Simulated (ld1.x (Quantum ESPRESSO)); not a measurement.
## Configuration tests for In (TM)

In (Z = 49), norm-conserving Troullier–Martins (Kleinman–Bylander form), made with ld1.x (Quantum ESPRESSO) 7.5 (PBE, scalar-relativistic). Core [Kr] 4d10, reference 5s2 5p1. Waves: 5s (bound): rc 2.25 bohr; 5p (bound): rc 2.90 bohr. Local part: all-electron potential smoothed inside 1.85 bohr (lloc = -2). Core correction: a·sin(br)/r model core inside 1.85 bohr.

Energies are relative to the spin-unpolarised reference configuration 5s2 5p1; without spin polarisation the order of configurations can differ from experiment. The frozen-core shift is the all-electron ΔE with the core orbitals held at their reference shape minus the fully relaxed ΔE.

| valence configuration | charge | ΔE all-electron (eV) | error AE − PS (meV) | frozen-core shift (meV) |
| --- | --- | --- | --- | --- |
| 5s2 5p0 | +1 | 5.363 | -15 | +17 |
| 5s1 5p0 | +2 | 24.598 | -204 | +239 |
| 5s2 5p0.5 | +0.5 | 1.940 | -2.5 | +2.8 |
| 5s2 5p1.3 | -0.3 | -0.532 | -0.2 | +0.3 |
| 5s0 5p3 | 0 | 11.947 | -75 | +87 |

Task: What are ΔE and the potential's error for 5s1 5p1?

Result: ΔE = 11.956 eV all-electron; the error (AE − PS) is -55 meV.

Task: What are ΔE and the potential's error for 5s1 5p2?

Result: ΔE = 5.841 eV all-electron; the error (AE − PS) is -19 meV.
